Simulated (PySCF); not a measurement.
Al(I)2(Me) (CH3AlI2), SMILES [CH3][Al]([I])[I].

Coordinates come from a PBE0-D3(BJ)/def2-SVP optimisation. The structure was generated by enumeration; whether it is a known compound was not checked. The def2 effective core potentials stand for the cores of I; spin–orbit coupling is left out.

Two levels are set side by side: PBE/def2-TZVP (PySCF) and HF/def2-TZVP (PySCF). Same geometry, gas phase. Differences are taken from unrounded values.

```csv
quantity,HF,PBE,PBE minus HF
orbital gap (eV),11.40,4.30,-7.10
highest occupied level (eV),-10.05,-6.49,3.56
lowest empty level (eV),1.35,-2.19,-3.54
dipole moment (D),1.78,1.59,-0.20
mean polarisability (bohr³),96.1,107.8,11.7
```

Without exact exchange PBE keeps part of each electron's self-repulsion, which lifts occupied levels and narrows the gap. Loosely held outer electrons make PBE densities more polarisable. Differences between two approximate levels are no errors against the true value.

Rough cost on one machine, each run with all the roots and properties that it gave: HF against PBE about 1/3.
